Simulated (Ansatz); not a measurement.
One change: `[AlH2]/[CH]=[CH]/[SnH3]` becomes `O=C/C=[CH]/[AlH2]`.

Ansatz, PBE0-D4/def2-TZVP geometries, multiplicity 1. Each molecule was computed in one conformer, which needn't be the lowest.

Elements past krypton have def2 core potentials.

```csv
property,`[AlH2]/[CH]=[CH]/[SnH3]`
LUMO energy (ωB97M-V/def2-TZVPP) / eV,-0.11
size of the dipole moment (B3LYP/def2-TZVPP) / D,0.17
HOMO energy (PBE0/def2-TZVPP) / eV,-7.39
HOMO–LUMO gap (PBE0/def2-TZVPP) / eV,5.53
HOMO energy (B3LYP/def2-TZVPP) / eV,-7.21
HOMO energy (ωB97M-V/def2-TZVPP) / eV,-9.50
```

Task: Give the same properties after the change, and the shifts. (Best estimate.)

Result: Ansatz gave: 
```tsv
property	`O=C/C=[CH]/[AlH2]`	shift
LUMO energy (ωB97M-V/def2-TZVPP) / eV	-0.76	-0.65
size of the dipole moment (B3LYP/def2-TZVPP) / D	2.15	1.98
HOMO energy (PBE0/def2-TZVPP) / eV	-7.57	-0.18
HOMO–LUMO gap (PBE0/def2-TZVPP) / eV	4.85	-0.68
HOMO energy (B3LYP/def2-TZVPP) / eV	-7.34	-0.13
HOMO energy (ωB97M-V/def2-TZVPP) / eV	-9.94	-0.44
```

With PBE0 the HOMO falls by 0.18 eV and the LUMO falls by 0.86 eV, so the gap narrows by about 0.68 eV. PBE moves the HOMO by 0.23 eV and ωB97M-V by -0.44 eV. Dipoles are sizes alone; their direction can turn.

B3LYP here is the variant with VWN-RPA as its local correlation; programs differ in this.
